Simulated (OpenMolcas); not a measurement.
# Multiconfigurational calculation on La

Input:

```
&GATEWAY
Coord
1

La 0.0 0.0 0.0
Basis=ANO-R2
Group=XYZ
NoMove
AngMom=0.0 0.0 0.0
AMFI
&SEWARD
&RASSCF
FileOrb=start.orb
Symmetry=1
Spin=2
nActEl=3 0 0
Inactive=15 12
Ras2=6 0
CIRoot=70 70 1
SDav=70
CIMx=300
Iter=120 100
PrWF=0.3
OrbListing=Nothing
MaxOrb=0
Atom
>>> COPY $Project.JobIph JOB001
&RASSCF
FileOrb=start.orb
Symmetry=1
Spin=4
nActEl=3 0 0
Inactive=15 12
Ras2=6 0
CIRoot=20 20 1
SDav=20
CIMx=300
Iter=120 100
PrWF=0.3
OrbListing=Nothing
MaxOrb=0
Atom
CIOnly
>>> COPY $Project.JobIph JOB002
&RASSI
NrOfJobIphs=2 70 20
1 2 3 4 5 6 7 8 9 10 11 12 13 14 15 16 17 18 19 20 21 22 23 24 25 26 27
28 29 30 31 32 33 34 35 36 37 38 39 40 41 42 43 44 45 46 47 48 49 50 51
52 53 54 55 56 57 58 59 60 61 62 63 64 65 66 67 68 69 70
1 2 3 4 5 6 7 8 9 10 11 12 13 14 15 16 17 18 19 20
IphNames
JOB001
JOB002
EJob
SpinOrbit
DIPRint=1.0
SOCoupling=1000.0
Subsets=2
MEES
Property=10
'ANGMOM' 1 'ANGMOM' 2 'ANGMOM' 3 'MLTPL  1' 1 'MLTPL  1' 2 'MLTPL  1' 3
'AMFI' 1 'AMFI' 2 'AMFI' 3 'MLTPL  2' 6
SOProperty=3
'ANGMOM' 1 'ANGMOM' 2 'ANGMOM' 3
```

Launched by
```bash
OMP_NUM_THREADS=1 MOLCAS_MEM=2252 MOLCAS_PROJECT=a pymolcas a.inp > a.log  # once for each step of the input, in one work folder
```

A driver script runs the steps one by one and writes start.orb anew before each from the orbitals found so far, so a CI-only block uses the converged orbitals of the first block.

Output, cut to the results:

```
--- SEWARD ---
Basis set label: LA.ANO-R...8S6P5D2F1G.

      Electronic valence basis set:
      ------------------
      Associated Effective Charge  57.000000 au
      Associated Actual Charge     57.000000 au
      Nuclear Model: Finite nucleus - Gaussian distribution
        Gaussian exponent, Xi/bohr**(-2):  1.74905E+08

      Shell  nPrim  nBasis  Cartesian Spherical Contaminant
         s      25       8        X
         p      18       6        X
         d      14       5                 X
         f       6       2                 X
         g       4       1                 X
                  Relativistic X2C integrals
                  Atomic mean-field integrals
--- RASSCF ---
Wave function specifications:
      -----------------------------

      Number of closed shell electrons          54
      Number of electrons in active shells       3
      Max number of holes in RAS1 space          0
      Max nr of electrons in RAS3 space          0
      Number of inactive orbitals               27
      Number of active orbitals                  6
      Number of secondary orbitals              41
      Spin quantum number                      0.5
      State symmetry                             1
Orbital specifications:
      -----------------------

      Symmetry species                           1   2
                                                ag  au
      Frozen orbitals                            0   0
      Inactive orbitals                         15  12
      Active orbitals                            6   0
      RAS1 orbitals                              0   0
      RAS2 orbitals                              6   0
      RAS3 orbitals                              0   0
      Secondary orbitals                        21  20
      Deleted orbitals                           0   0
      Number of basis functions                 42  32
      Number of CSFs                            70
      Number of root(s) required                70
      Iter CI   SX   CI       RASSCF       Energy    max ROT     max BLB   max BLB  Level Ln srch  Step   QN
          iter iter root      energy       change     param      element    value   shift minimum  type update
 Nr of preliminary CI iterations:   1
      Total energies have been shifted. Add                -8000.00 au
        1   1   11    0  -489.23355552    0.00E+00   1.34E-02   15  22 1  1.19E-02*  0.24   0.00    SX    NO
        2   1   10    0  -489.23438355   -8.28E-04* -5.29E-03   15  22 1 -3.50E-03*  0.23   0.00    SX    NO
        3   1    9    0  -489.23448025   -9.67E-05* -2.71E-03   14  27 1  7.08E-04*  0.23   0.00    SX    NO
        4   1    9    0  -489.23449996   -1.97E-05* -1.30E-03   12  13 2  6.02E-04*  0.23   0.00    SX    NO
        5   1    8    0  -489.23450483   -4.86E-06* -1.26E-03   12  13 2  2.31E-04*  0.23   1.98    LS   YES
        6   1    9    0  -489.23450640   -1.57E-06*  2.79E-04   15  22 1  2.57E-04*  0.22   1.01    QN   YES
        7   1    8    0  -489.23450662   -2.23E-07*  1.47E-04   15  22 1 -4.93E-05   0.22   0.92    QN   YES
        8   1    7    0  -489.23450664   -2.05E-08*  1.08E-04   21  22 1  1.34E-05   0.22   1.54    QN   YES
        9   1    5    0  -489.23450664   -4.13E-09  -1.03E-05   12  13 2 -4.91E-06   0.22   1.08    QN   YES
      Convergence after  9 iterations
       10   1    5    0  -489.23450664   -2.09E-10  -1.03E-05   12  13 2 -1.83E-06   0.22   1.08    QN   YES
      Natural orbitals and occupation numbers for root  1
      sym 1:   0.830814   0.230809   0.064748   0.230809   0.064628   1.578193
      Natural orbitals and occupation numbers for root  2
      sym 1:   0.009317   0.214156   0.861806   0.175015   0.175862   1.563844
      Natural orbitals and occupation numbers for root  3
      sym 1:   0.009316   0.214156   0.861806   0.175111   0.175767   1.563844
::    RASSCF root number  1 Total energy:  -8489.30921262
::    RASSCF root number  2 Total energy:  -8489.30921206
::    RASSCF root number  3 Total energy:  -8489.30921205
::    RASSCF root number  4 Total energy:  -8489.30921114
::    RASSCF root number  5 Total energy:  -8489.30921114
::    RASSCF root number  6 Total energy:  -8489.27264681
::    RASSCF root number  7 Total energy:  -8489.27264681
::    RASSCF root number  8 Total energy:  -8489.27264616
::    RASSCF root number  9 Total energy:  -8489.27025012
::    RASSCF root number 10 Total energy:  -8489.27025011
::    RASSCF root number 11 Total energy:  -8489.27025010
...
--- RASSI ---
SPIN-FREE ENERGIES:
  (Shifted by EMIN (a.u.) =      -8489.3092126161)

 SF State       Relative EMIN(au)   Rel lowest level(eV)    D:o, cm**(-1)      L_eff

     1             0.0000000000        0.0000000000              0.0000         2.0
     2             0.0000005537        0.0000150670              0.1215         2.0
     3             0.0000005630        0.0000153197              0.1236         2.0
     4             0.0000014727        0.0000400736              0.3232         2.0
     5             0.0000014755        0.0000401498              0.3238         2.0
    71             0.0021779708        0.0592656042            478.0093         3.0
    72             0.0021779738        0.0592656856            478.0100         3.0
    73             0.0021779977        0.0592663379            478.0153         3.0
    74             0.0021780015        0.0592664394            478.0161         3.0
    75             0.0021780035        0.0592664937            478.0165         3.0
    76             0.0021784051        0.0592774219            478.1047         3.0
    77             0.0021784051        0.0592774219            478.1047         3.0
    78             0.0280943055        0.7644849995           6165.9874         1.0
    79             0.0280943079        0.7644850649           6165.9879         1.0
    80             0.0280950066        0.7645040754           6166.1412         1.0
     6             0.0365658067        0.9950062884           8025.2669         1.0
     7             0.0365658089        0.9950063488           8025.2674         1.0
     8             0.0365664520        0.9950238501           8025.4086         1.0
     9             0.0389624998        1.0602236312           8551.2803         3.0
    10             0.0389625035        1.0602237324           8551.2811         3.0
    11             0.0389625122        1.0602239679           8551.2830         3.0
...
```

Levels above the lowest, from the spin-orbit matrix, grouped by J:

```csv
Configuration,Term,J,E (cm-1),Measured (cm-1),g,Term weight %,Second
5d 6s2,2D,3/2,0.0,0.0,0.631,58,42 5d2 6s 4F
5d2 6s,4F,5/2,580,3010,1.072,74,25 5d 6s2 2D
5d2 6s,4F,3/2,658,2668,0.569,58,42 5d 6s2 2D
5d 6s2,2D,5/2,1134,1053,1.157,74,26 5d2 6s 4F
5d2 6s,4F,7/2,1199,3495,1.238,100,
5d2 6s,4F,9/2,1806,4122,1.334,100,
5d2 6s,4P,1/2,6522,7231,2.664,100,
5d2 6s,4P,3/2,6757,7491,1.732,100,
5d2 6s,4P,5/2,7072,7680,1.595,98,
5d2 6s,2P,1/2,8472,9044,0.675,100,
5d2 6s,2P,3/2,8777,,1.310,95,5 2D
5d2 6s,2F,5/2,8781,7012,0.864,98,
5d2 6s,2F,7/2,9534,8052,1.095,81,19 2G
5d2 6s,2G,9/2,10134,9920,1.115,98,
5d2 6s,2G,7/2,10160,9961,0.941,80,18 2F
5d3,4F,3/2,10688,12431,0.499,77,21 5d2 6s 2D
5d2 6s,2D,3/2,11054,,0.728,74,22 5d3 4F
5d3,4F,5/2,11072,12787,1.075,73,26 5d2 6s 2D
5d2 6s,2D,5/2,11312,9184,1.153,71,27 5d3 4F
5d3,4F,7/2,11638,13238,1.234,98,
5d3,4F,9/2,12232,13747,1.329,98,
5d3,4P,1/2,16981,16617,2.665,100,
5d3,4P,3/2,17176,16735,1.731,99,
5d3,4P,5/2,17494,17099,1.600,100,
```

Against the 21 measured excited levels shown (NIST Handbook of Basic Atomic Spectroscopic Data) the mean absolute deviation is 1200 cm-1; the largest miss in energy is 5d2 6s 4F 5/2 [74 %]: computed 580, measured 3010 cm-1 (-80.7 %). Levels of one J stand in another order than measured, so their pairing by name is doubtful.

Without dynamic correlation excited terms often stand tens of per cent too high (terms of higher spin than the ground term too low), and those without a measured partner can miss by more than the paired ones. Some levels mix across a computed gap that differs much from the measured one, so their mixing is not that of the real levels. Terms from blocks run as CI alone lack orbitals of their own. Configurations are named by rounded mean occupations; where the s occupation lies near a half they are strongly mixed, a name can repeat and a true partner stay unpaired. A single d shell beside an s shell can misplace configurations of different d count against each other. Measured partners are found by configuration, term and J. A level has none where our copy of the source lacks it or the pairing is in doubt (some pairs that miss far off the trend of their configuration count as doubtful), and it then counts in no deviation. Only configurations of the active space appear. The table shows the lowest 24 of 37 levels.

The RASSCF and RASSI steps took 28 s on 1 thread of Intel(R) Xeon(R) 6975P-C (Granite Rapids) (shared host); the integral step is not counted.

The term weight is that of the spin-free term in the level, not the purity of its configuration. A share in square brackets marks a mixed level and gives the weight of the term that names it.
